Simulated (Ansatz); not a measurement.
Program: Ansatz 0.2.0.

A structure relaxed at PBE0-D4/def2-TZVP, charge 0, multiplicity 1:

```
atom   x (Å)   y (Å)   z (Å)
  O1   1.458   0.255   2.232
  C2   0.255   0.233   2.095
 Ga3  -0.248  -0.799   0.439
 Si4  -0.149   0.299  -1.705
  H5  -0.387   0.746   2.848
  H6  -0.459  -2.346   0.615
  H7   0.588  -0.510  -2.713
  H8   0.486   1.640  -1.612
  H9  -1.544   0.483  -2.200
```

Problem. Give its formula and SMILES.

Solution. CH5GaOSi, `O=[CH][GaH][SiH3]`.

Problem. Summarise the bond lengths by kind.

Solution. 1 × C–O 1.210 Å; 1 × C–Ga 2.015 Å; 1 × C–H 1.115 Å; 1 × Ga–Si 2.410 Å; 1 × Ga–H 1.571 Å; 3 × H–Si 1.487 to 1.491 Å.
